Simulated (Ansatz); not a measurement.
CH₆BFGeS, relaxed with RKS PBE-D4/def2-SVP in the Gaussian-basis code of Ansatz from a rough embedded geometry. The force threshold is 0.03 eV/Å; the program also tests the step.

Total charge 0; spin multiplicity 1. The bonds changed during the relaxation, so this is another structure than the one it started from.

Start:

```xyz
11

C     1.676   -0.734   -0.256
S     0.221   -1.764   -0.156
Ge   -0.962   -0.131    0.772
B    -1.425    1.250   -0.529
F    -2.108    0.985   -1.770
H     1.508    0.123   -0.971
H     2.502   -1.363   -0.761
H     2.018   -0.431    0.692
H    -0.160    0.421    2.008
H    -2.301   -0.750    1.329
H    -0.970    2.394   -0.358
```

```csv
step,energy (eV),largest force (eV/Å),largest move (Å)
1,-71849.9396,3.745,0.000
2,-71850.2496,3.108,0.193
3,-71850.2801,2.904,0.196
4,-71850.4897,0.871,0.199
5,-71850.5201,0.419,0.200
6 (rejected),-71850.4819,0.528,0.196
7,-71850.5446,0.120,0.098
8,-71850.5520,0.059,0.100
9,-71850.5539,0.308,0.145
10 (rejected),-71850.5465,0.773,0.195
11,-71850.5659,0.087,0.097
13,-71850.5782,0.372,0.146
15,-71850.5960,0.138,0.115
17 (rejected),-71850.5876,0.468,0.067
19,-71850.6051,0.069,0.056
21,-71850.6095,0.123,0.022
23,-71850.6152,0.167,0.085
25,-71850.6182,0.268,0.093
27,-71850.6486,0.484,0.148
29,-71850.7652,0.822,0.133
31,-71850.8284,0.231,0.071
33,-71850.8367,0.083,0.028
35,-71850.8373,0.013,0.012
```

End:

```xyz
11

C     1.576   -0.515   -0.299
S    -0.166   -1.019   -0.544
Ge   -1.311    0.249    1.196
B    -1.053    0.764   -0.851
F    -2.151    0.687   -1.648
H     1.637    0.557   -0.035
H     2.118   -0.693   -1.248
H     2.016   -1.130    0.508
H    -0.158    0.322    2.250
H    -2.293   -0.855    1.703
H    -0.216    1.633   -1.033
```

Run time 31 s (4 threads of an Intel Xeon 6975P-C on a shared host); peak host memory 0.2 GiB.
